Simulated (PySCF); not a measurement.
**Computed properties of BrHOSe, SMILES O[Se]Br**

Se(Br)(OH) (BrHOSe), SMILES O[Se]Br. Geometry: B3LYP-D3(BJ)/def2-TZVP. Other conformers were not sampled. All values are computed for the isolated molecule unless a solvent is named; none is compared with measurement here.

**Structure.** All 6 harmonic modes at B3LYP-D3(BJ)/def2-TZVP (PySCF) are real, so it is a minimum. With heavy atoms numbered as in [Se:1]([Br:2])[OH:3], the shortest bond between them is Se1–O3 at 1.793 Å and the longest Se1–Br2 at 2.353 Å.

**Vibrations.** The strongest infrared lines (harmonic, unscaled, degenerate partners summed) lie at 460 cm⁻¹ (111 km/mol, H 90 %, O 9 %), 3758 cm⁻¹ (95 km/mol, H 94 %), 667 cm⁻¹ (77 km/mol, O 81 %, Se 17 %). The softest mode is at 182 cm⁻¹ and the zero-point energy is 9.2 kcal/mol.

**Electronic structure.** ωB97X/def2-TZVPD (PySCF) places the frontier levels at -9.20 and -0.48 eV, a gap of 8.72 eV, and gives a dipole moment of 1.66 D and a mean polarisability of 57.6 bohr³.

**Excitations.** TDA-B3LYP/def2-SVPD (PySCF) has S1 at 2.64 eV (469 nm, f = 0.001, dark); the most intense of the 10 singlets computed lies at 6.58 eV (f = 0.21). T1 (TDA) is at 1.93 eV, 0.71 eV under S1.

**NMR.** GIAO shifts at B3LYP/pcSseg-2 (PySCF) (non-relativistic, atoms alike by connectivity averaged): ¹H at 4.7 ppm against TMS. Without spin–orbit terms, shifts of atoms bonded to Cl or Br come out too high.
